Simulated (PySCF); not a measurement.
**Ionisation energy of Ar²⁺ by level of theory**

Ar²⁺ [Ne] 3s2 3p4 (3P) → Ar³⁺ [Ne] 3s2 3p3 (4S), as a difference of total energies. Calculation: PySCF 2.14, in aug-cc-pV(T+d)Z with one added diffuse shell each of s, p, d, f type (7s6p5d3f, 71 functions); no relativity, point nucleus. Correlated levels: valence: [Ne] frozen. The calculations carry no spin-orbit coupling.

Problem. Order these methods by the ionisation energy they give, lowest first.
A. MP2 (valence)
B. CCSD(T) (valence)
C. CCSD (valence)
D. UHF

Solution. D (39.402 eV), A (40.211 eV), C (40.323 eV), B (40.351 eV).

A first-order spin-orbit estimate (lowest level to lowest level, LS coupling) adds 0.062 eV.

Errors of the correlated levels include the incompleteness of this basis and the frozen core.

For comparison: 40.735 ± 0.012 eV (semi-empirical (NIST evaluation); NIST Atomic Spectra Database, ionization energies).
